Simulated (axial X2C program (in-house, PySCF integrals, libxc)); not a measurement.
## Worked dissociation energy of MnF⁺: PBEsol, two-component

Calculated with an in-house relativistic program for diatomic molecules. Two-component (2c) means X2C with spin–orbit coupling and atomic mean-field two-electron Coulomb and Gaunt terms. Basis: Mn dyall-cv3z [9s10p6d3f2g], F dyall-av3z [7s6p3d2f] (cores contracted in-house); Gaussian nuclei, density fitting, unrestricted open shells. Masses: Mn 54.938 u, F 18.998 u.

Molecular state: Ω = 5/2 (⟨Sz⟩ = 2.50, ⟨Lz⟩ = 0.00 at PBEsol).

| Item | Value |
| --- | --- |
| E(Mn+) (2M_J = 6) | -1156.636929 hartree |
| E(F) (2M_J = 1) | -99.457696 hartree |
| E(MnF⁺) at Re | -1256.270751 hartree |
| ωe | 757.7 cm⁻¹ |
| ωexe | 3.48 cm⁻¹ |

Q: Work out De and D0.

A: De = -1156.636929 + (-99.457696) − (-1256.270751) = 0.17613 hartree = 4.793 eV. The zero-point energy is ωe/2 − ωexe/4 = 378 cm⁻¹ = 0.047 eV, so D0 = 4.746 eV.

The state is a single determinant with fixed occupations, the lowest that a limited PBE0 search found. Dissociation energies refer to the lowest single-determinant-based atoms at the same level and basis. Density functionals use the spin component along the axis (collinear). In 2c an atomic determinant is not the ground J level, so De misses part of the atomic spin–orbit lowering. This holds for PBEsol. The functionals have no current-density term, which raises determinants with orbital currents, atoms included. With several unpaired electrons one determinant need not be a pure state. This is the top spin component of a Σ state; components of lower Ω are not single determinants and can lie lower.

Each atomic determinant is the lowest at this level and need not be a pure J level. Totals compare only within one Hamiltonian and basis.
